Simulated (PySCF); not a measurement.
These 2 structures share the formula C7H16N2. Computed with PBE0-D3(BJ)/def2-SVP geometry optimisation, gas phase in PySCF 2.14.0. One conformer each; no zero-point energy, no entropy. No frequencies were run at this level. Point groups hold within 0.08 Å.

Question: Order them by energy at this level, lowest first, and give relative energies in kcal/mol.
A. `[H]/[N:6]=[CH:5]/[C@@H:4]([CH2:3][CH2:2][CH3:1])[N:7]([CH3:8])[CH3:9]` with C1–C2–C3–C4 56°, C2–C3–C4–C5 177°, C3–C4–C5–N6 126°, C3–C4–N7–C8 64°
B. `[NH2:1][CH2:2][CH2:3][CH2:4][NH:5][CH:6]1[CH2:7][CH2:8][CH2:9]1` with H–N1–C2–C3 -61° and -179°, N1–C2–C3–C4 72°, C2–C3–C4–N5 -62°, C3–C4–N5–C6 -179°, C4–N5–C6–C7 -179°, N5–C6–C7–C8 140°, C6–C7–C8–C9 -19°, C7–C8–C9–C6 19°

Answer: B (0.0), A (2.4).

As drawn, the lower has a four-membered ring, which the higher lacks; the higher has a C=N bond, which the lower lacks. Neighbours under 2.5 kcal/mol apart (NCCCNC1CCC1 and [H]/N=C/[C@@H](CCC)N(C)C) can change places with a better method, another conformer or zero-point energy.

```
                  SMILES      E (Eh)  E rel (kcal/mol)  dipole (D)  point group       A, B, C (MHz)
             NCCCNC1CCC1  -385.12975               0.0        1.08           C1  3330, 758.5, 708.0
[H]/N=C/[C@@H](CCC)N(C)C  -385.12587               2.4        1.87           C1   1872, 1167, 961.9
```

Question: As an exercise, what shares would exp(−E/RT) give at 298.15 K from these electronic energies alone (no entropy, no degeneracies)?

Answer: RT = 0.592 kcal/mol: NCCCNC1CCC1 98.4 %, [H]/N=C/[C@@H](CCC)N(C)C 1.6 %.
